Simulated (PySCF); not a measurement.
Lowest triplet excitation (TDA) (eV) of eight silicon and germanium compounds: TDDFT-PBE beside TDDFT-ωB97X, computed with PySCF for isolated molecules in the bases named; differences from unrounded values. The eight are the first of their class met in an unordered collection, after screening for sound electronic states; none was chosen by its value. Each molecule has one DFT geometry for both levels.

```csv
molecule,basis,TDDFT-ωB97X
"C3H7FSi, SMILES C1C(F)C[SiH2]1",def2-SVPD,7.26
"C₄H₅FSi, SMILES C(/F)(C#C)=C/[SiH3]",def2-SVPD,3.37
"CH2ClFO2Si, SMILES O=CO[Si@@H](F)Cl",def2-SVPD,5.19
"C2H7FOSi2, SMILES C[Si@H](F)C(=O)[SiH3]",def2-SVPD,1.82
"CH8Ge2, SMILES [GeH3][CH2][GeH3]",def2-SVPD,7.63
"Si(H)(SH)3 (H₄S₃Si), SMILES S[SiH](S)S",def2-SVPD,5.69
"F2GeH4OSi, SMILES O[Si](F)(F)[GeH3]",def2-SVPD,7.20
"C2H8O2Si, SMILES CO[SiH](C)O",def2-SVPD,7.69
```

Estimate the TDDFT-PBE values and say how TDDFT-PBE differs from TDDFT-ωB97X over the set. (An estimate is asked for; the answer gives what the named calculation found.)


```csv
molecule,TDDFT-PBE,difference
"C3H7FSi, SMILES C1C(F)C[SiH2]1",6.27,-0.98
"C₄H₅FSi, SMILES C(/F)(C#C)=C/[SiH3]",3.22,-0.15
"CH2ClFO2Si, SMILES O=CO[Si@@H](F)Cl",4.79,-0.39
"C2H7FOSi2, SMILES C[Si@H](F)C(=O)[SiH3]",1.67,-0.15
"CH8Ge2, SMILES [GeH3][CH2][GeH3]",6.58,-1.05
"Si(H)(SH)3 (H₄S₃Si), SMILES S[SiH](S)S",4.88,-0.82
"F2GeH4OSi, SMILES O[Si](F)(F)[GeH3]",6.61,-0.59
"C2H8O2Si, SMILES CO[SiH](C)O",5.96,-1.73
```
TDDFT-PBE lies below TDDFT-ωB97X in 8 and above it in 0 of the eight; the mean signed difference is -0.73 and the largest -1.73 eV.
